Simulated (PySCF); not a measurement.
BH₂IO₂.
SMILES with atom numbers: `[OH:1][B:2]([OH:3])[I:4]` (hydrogens: H5 on O1; H6 on O3)

Computed by this run: PySCF, PBE0-D3(BJ)/def2-SVP geometry optimisation, gas phase, def2 core potentials past Kr; density fitting, grid level 1; the optimiser is geomeTRIC in internal coordinates, started from a GFN2-xTB structure with every atom displaced at random (about 0.01 Å).

Step 1: E = -12899.0133 eV
```
atom  x, y, z in Å  |  force x, y, z in eV/Å
O1      0.9787   -0.6180   -0.7982    0.575  -0.209   0.103
B2     -0.0180   -0.2369    0.0100   -0.369   0.387  -0.566
O3     -0.0047    0.9854    0.5789   -0.190   0.283   0.222
I4     -1.7636   -1.5072    0.1056    0.052  -0.044   0.103
H5      1.6927    0.0406   -0.8338   -0.285  -0.190   0.022
H6     -0.8604    1.3060    0.8920    0.217  -0.227   0.117
```

Step 2: E = -12899.0489 eV
```
atom  x, y, z in Å  |  force x, y, z in eV/Å
O1      0.9892   -0.6403   -0.7995    0.141   0.240   0.227
B2     -0.0214   -0.1858   -0.0402   -0.361  -0.055  -0.051
O3     -0.0339    1.0145    0.5809    0.278   0.041  -0.260
I4     -1.7365   -1.4896    0.1203   -0.112  -0.078   0.013
H5      1.7173   -0.0064   -0.8393    0.018  -0.009  -0.030
H6     -0.8900    1.2776    0.9324    0.035  -0.139   0.101
```

Step 3: E = -12899.0612 eV
```
atom  x, y, z in Å  |  force x, y, z in eV/Å
O1      1.0003   -0.6286   -0.7781   -0.141  -0.196  -0.133
B2     -0.0622   -0.1874   -0.0841    0.276  -0.129   0.162
O3     -0.0188    1.0168    0.5247   -0.190   0.097  -0.085
I4     -1.7651   -1.5157    0.1333    0.116   0.147  -0.079
H5      1.7110    0.0231   -0.7985    0.009   0.043   0.020
H6     -0.8405    1.2617    0.9572   -0.070   0.039   0.114
```

Problem. Estimate the geometry and energy of step 4. (The exact step hangs on the optimiser's Hessian estimate; all steps are aligned on step 3, rigid shifts and turns removed.)

Solution. E = -12899.0727 eV, largest force 0.062 eV/Å
```
atom  x, y, z in Å  |  force x, y, z in eV/Å
O1      1.0011   -0.6388   -0.7780   -0.020  -0.014   0.017
B2     -0.0442   -0.1881   -0.0650    0.011  -0.020   0.002
O3     -0.0358    1.0301    0.5185   -0.005   0.019  -0.059
I4     -1.7546   -1.4973    0.1249    0.001   0.006  -0.007
H5      1.7135    0.0113   -0.8155    0.019   0.015   0.005
H6     -0.8554    1.2528    0.9698   -0.007  -0.006   0.041
```

The energy changes by -0.0115 eV. The first-order estimate −F·Δx gives -0.0209 eV and the mean of the old and new forces, exact on a quadratic surface, -0.0113 eV. The step makes an angle of 44° with the force vector and moves no atom by more than 0.026 Å.

The cost below is that of the whole optimisation. Hardware: one thread, Intel Xeon Platinum 8488C (x86_64), no GPU, on a shared host. Cost: 18 s, 0.34 GiB resident at most.
